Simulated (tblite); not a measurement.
Compound: C₅H₃NO (charge -1 and doublet state).
SMILES: `[N-]=[C]C1=CC=CO1`

Computed values, GFN2-xTB/tblite, gas phase, harmonic and unscaled. The method is semi-empirical: single wavenumbers can be off by several per cent or more. Open shells enter through the occupations alone, without spin polarisation, and single modes of such species can be off by tens of per cent.

How many normal modes are there?

10 atoms, non-linear: 3N − 6 = 24.

What is the point group of the computed structure, and how do the modes divide by symmetry?

Cs. The vibrations span 17 a′ + 7 a″.

How many distinct wavenumbers does the calculation give?

24: Cs has no degenerate species.

How many fundamentals are allowed in the infrared by symmetry?

24 of 24: in Cs every mode is allowed. All fundamentals are allowed in the Raman spectrum.

Zero-point energy?

Half the sum of the wavenumbers, 13846 cm⁻¹, or 39.6 kcal/mol from 24 modes, 16.5 kcal/mol of it from above 1550 cm⁻¹.

What thermal excitation has the softest real mode at 298.15 K?

θ = hcν̃/k = 219 K for 152.0 cm⁻¹, so N1/N0 = 0.48 and ⟨v⟩ = 1/(exp(θ/T) − 1) = 0.92.
